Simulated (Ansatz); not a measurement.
CH6SeSi (`C[Se][SiH3]`), relaxed with RKS PBE0-D4/def2-TZVP in Ansatz from a PBE-D4/def2-SVP geometry. The force threshold is 0.005 eV/Å; the program also tests the step.

The species carries charge 0 and has multiplicity 1.

Start:

```xyz
9

C     0.967    1.301   -0.007
Se   -0.846    0.949    0.700
Si   -0.970   -1.239    0.029
H     1.713    0.649    0.486
H     1.192    2.357    0.231
H     0.994    1.161   -1.103
H    -2.314   -1.736    0.480
H     0.118   -2.074    0.652
H    -0.854   -1.369   -1.468
```

```tsv
step	energy (eV)	largest force (eV/Å)	largest move (Å)
1	-74350.8722	0.449	0.000
2	-74350.9043	0.139	0.033
3	-74350.9059	0.057	0.021
4	-74350.9066	0.009	0.013
5	-74350.9066	0.003	0.001
```

End:

```xyz
9

C     0.958    1.285   -0.009
Se   -0.837    0.939    0.692
Si   -0.961   -1.225    0.030
H     1.684    0.635    0.476
H     1.184    2.324    0.227
H     0.976    1.145   -1.088
H    -2.287   -1.724    0.470
H     0.121   -2.037    0.649
H    -0.838   -1.341   -1.448
```

Run time 36 s (2 threads of a server CPU on a shared host); peak host memory 0.37 GiB.
